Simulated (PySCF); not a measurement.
Excitation energy of Si⁺ by level of theory

Si⁺ [Ne] 3s2 3p1 (2P) → Si⁺ [Ne] 3s1 3p2 (4P), as a difference of total energies. Calculation: PySCF 2.14, in dyall-acv3z (19s12p6d4f, 113 functions); the spin-free X2C one-electron Hamiltonian (Gaussian nucleus). Correlated levels: valence: [Ne] frozen; virtual orbitals above 40 to 60 times the deepest correlated orbital energy dropped. The calculations carry no spin-orbit coupling.

Question: Order these methods by the excitation energy they give, lowest first.
A. MP2 (valence)
B. CCSD (valence)
C. SCS-MP2 (valence)
D. UHF

Answer: D (31671 cm⁻¹), A (38808 cm⁻¹), B (41314 cm⁻¹), C (41646 cm⁻¹).

Errors of the correlated levels include the incompleteness of this basis and the frozen core.

For comparison: 42811 cm⁻¹ (measured; NIST levels, between the centres of gravity of the two terms).
